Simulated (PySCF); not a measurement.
F₃MoO (SMILES [O]=[Mo+]([F])([F])[F]), charge +1, singlet, geometry from GFN2-xTB (such geometries of metal compounds can be far from the true shape) (the multiplicity is a formal guess) (core potentials on Mo), with bond 4-1 at 1.3 times its length; B3LYP/def2-SVP in PySCF.

The PySCF input:
```python
from pyscf import gto, scf, dft

mol = gto.Mole()
mol.atom = '''
    Mo    0.01006139    0.00517343   -0.01163612
    O     1.01424878    0.52151308   -1.17299113
    F     0.93727045   -0.85236730    1.14277906
    F    -1.50668040   -1.31869369   -0.95757307
    F    -0.72911503    1.37784332    0.69346157
'''
mol.basis = 'def2-svp'
mol.ecp = {'Mo': 'def2-svp'}
mol.charge = 1
mol.verbose = 4
mol.build()

mf = dft.RKS(mol)
mf.xc = 'b3lyp'
mf.level_shift = 0.3
mf.max_cycle = 100
mf.kernel()
```

Output, abridged:

```
PySCF version 2.14.0

[INPUT] verbose = 4
[INPUT] num. atoms = 5
[INPUT] num. electrons = 48
[INPUT] charge = 1
[INPUT] spin (= nelec alpha-beta = 2S) = 0
[INPUT] symmetry False subgroup None
[INPUT] Mole.unit = angstrom
[INPUT] Symbol           X                Y                Z      unit          X                Y                Z       unit  Magmom
[INPUT]  1 Mo     0.010061390000   0.005173430000  -0.011636120000 AA    0.019013271532   0.009776365825  -0.021989079953 Bohr   0.0
[INPUT]  2 O      1.014248780000   0.521513080000  -1.172991130000 AA    1.916652416374   0.985516891578  -2.216631982244 Bohr   0.0
[INPUT]  3 F      0.937270450000  -0.852367300000   1.142779060000 AA    1.771184455148  -1.610740754535   2.159539444288 Bohr   0.0
[INPUT]  4 F     -1.506680400000  -1.318693690000  -0.957573070000 AA   -2.847213313250  -2.491969916292  -1.809550846559 Bohr   0.0
[INPUT]  5 F     -0.729115030000   1.377843320000   0.693461570000 AA   -1.377827720004   2.603746517361   1.310452445211 Bohr   0.0

nuclear repulsion = 226.494666511568
number of shells = 35
number of NR pGTOs = 153
number of NR cGTOs = 87
basis = def2-svp
ecp = {'Mo': 'def2-svp'}

******** <class 'pyscf.dft.rks.RKS'> ********
method = RKS
initial guess = minao
damping factor = 0
level_shift factor = 0.3
DIIS = <class 'pyscf.scf.diis.CDIIS'>
diis_start_cycle = 1
diis_space = 8
diis_damp = 0
SCF conv_tol = 1e-09
SCF conv_tol_grad = None
SCF max_cycles = 100
direct_scf = True
direct_scf_tol = 1e-13
XC library pyscf.dft.libxc version 7.1.2
    S. Lehtola, C. Steigemann, M. J. T. Oliveira, and M. A. L. Marques,  SoftwareX 7, 1–5 (2018)
XC functionals = b3lyp
    P. J. Stephens, F. J. Devlin, C. F. Chabalowski, and M. J. Frisch,  J. Phys. Chem. 98, 11623 (1994)
radial grids:
    Treutler-Ahlrichs [JCP 102, 346 (1995); DOI:10.1063/1.469408] (M4) radial grids

becke partition: Becke, JCP 88, 2547 (1988); DOI:10.1063/1.454033
pruning grids: <function nwchem_prune>
grids dens level: 3
symmetrized grids: False
atomic radii adjust function: <function treutler_atomic_radii_adjust>
small_rho_cutoff = 0
Set gradient conv threshold to 3.16228e-05
Initial guess from minao.
tot grids = 79312
init E= -435.261947980229
  HOMO = -0.584160620710685  LUMO = -0.196742712446289  gap/eV = 10.54218
cycle= 1 E= -441.797946042134  delta_E= -6.54  |g|=  1.7  |ddm|= 3.16
  HOMO = -0.400156805269059  LUMO = -0.341952587168136  gap/eV = 1.58382
cycle= 2 E= -437.591486370656  delta_E= 4.21  |g|= 5.15  |ddm|= 4.08
  HOMO = -0.621415697768552  LUMO = -0.219260454480653  gap/eV = 10.94320
cycle= 3 E= -441.162425560981  delta_E= -3.57  |g|= 2.62  |ddm|= 1.75
  HOMO = -0.555010662371456  LUMO = -0.151669675361365  gap/eV = 10.97547
cycle= 4 E= -441.965967126185  delta_E= -0.804  |g|= 1.56  |ddm|= 0.782
  HOMO = -0.607827750057386  LUMO = -0.149956901589474  gap/eV = 12.45930
cycle= 5 E= -442.263430202247  delta_E= -0.297  |g|= 0.897  |ddm|= 0.382
  HOMO = -0.619735316910529  LUMO = -0.145397129687747  gap/eV = 12.90740
cycle= 6 E= -442.384577122376  delta_E= -0.121  |g|= 0.434  |ddm|= 0.332
  HOMO = -0.637963446027097  LUMO = -0.137099446842501  gap/eV = 13.62920
cycle= 7 E= -442.422478190976  delta_E= -0.0379  |g|= 0.122  |ddm|= 0.219
  HOMO = -0.628650645983602  LUMO = -0.134352393674033  gap/eV = 13.45054
cycle= 8 E= -442.426952636345  delta_E= -0.00447  |g|= 0.034  |ddm|= 0.103
  HOMO = -0.621101216593344  LUMO = -0.137765602764113  gap/eV = 13.15223
cycle= 9 E= -442.427343538976  delta_E= -0.000391  |g|= 0.0281  |ddm|= 0.0425
  HOMO = -0.615215695926744  LUMO = -0.139060089817189  gap/eV = 12.95685
cycle= 10 E= -442.427569090983  delta_E= -0.000226  |g|= 0.0135  |ddm|= 0.0273
  HOMO = -0.614044524283784  LUMO = -0.139608879938076  gap/eV = 12.91005
cycle= 11 E= -442.427657708185  delta_E= -8.86e-05  |g|= 0.00417  |ddm|= 0.0186
  HOMO = -0.614762972805284  LUMO = -0.139440082960405  gap/eV = 12.93419
cycle= 12 E= -442.427683899771  delta_E= -2.62e-05  |g|= 0.00332  |ddm|= 0.0109
  HOMO = -0.614431658005259  LUMO = -0.139432793744587  gap/eV = 12.92538
cycle= 13 E= -442.427696511626  delta_E= -1.26e-05  |g|= 0.00188  |ddm|= 0.00766
  HOMO = -0.614246806504168  LUMO = -0.139533520869154  gap/eV = 12.91761
cycle= 14 E= -442.427701737655  delta_E= -5.23e-06  |g|= 0.00099  |ddm|= 0.00518
  HOMO = -0.614294577825454  LUMO = -0.139475360538601  gap/eV = 12.92049
cycle= 15 E= -442.427703644375  delta_E= -1.91e-06  |g|= 0.000635  |ddm|= 0.0031
  HOMO = -0.61422807158463  LUMO = -0.139492855258939  gap/eV = 12.91820
cycle= 16 E= -442.427704394318  delta_E= -7.5e-07  |g|= 0.000414  |ddm|= 0.00198
  HOMO = -0.614241109041343  LUMO = -0.139491564987442  gap/eV = 12.91859
cycle= 17 E= -442.427704681171  delta_E= -2.87e-07  |g|= 0.000252  |ddm|= 0.00121
  HOMO = -0.614236707688563  LUMO = -0.139490850940308  gap/eV = 12.91849
cycle= 18 E= -442.427704789665  delta_E= -1.08e-07  |g|= 0.000151  |ddm|= 0.00074
  HOMO = -0.6142163400308  LUMO = -0.13948950582804  gap/eV = 12.91798
cycle= 19 E= -442.427704830857  delta_E= -4.12e-08  |g|= 9.42e-05  |ddm|= 0.000463
  HOMO = -0.614214093853547  LUMO = -0.139493181132615  gap/eV = 12.91781
cycle= 20 E= -442.427704846129  delta_E= -1.53e-08  |g|= 6.58e-05  |ddm|= 0.000282
  HOMO = -0.614210751952558  LUMO = -0.13949306382318  gap/eV = 12.91773
cycle= 21 E= -442.427704851969  delta_E= -5.84e-09  |g|= 4.82e-05  |ddm|= 0.000173
  HOMO = -0.614210749894297  LUMO = -0.139492572702729  gap/eV = 12.91774
cycle= 22 E= -442.427704854294  delta_E= -2.33e-09  |g|= 3.19e-05  |ddm|= 0.000106
  HOMO = -0.614211030271715  LUMO = -0.139492584430691  gap/eV = 12.91775
cycle= 23 E= -442.427704855214  delta_E= -9.2e-10  |g|= 1.97e-05  |ddm|= 6.53e-05
  HOMO = -0.614217480059165  LUMO = -0.439491079434639  gap/eV = 4.75455
Extra cycle  E= -442.427704854625  delta_E= 5.89e-10  |g|= 7.35e-05  |ddm|= 0.000106
converged SCF energy = -442.427704854625
```
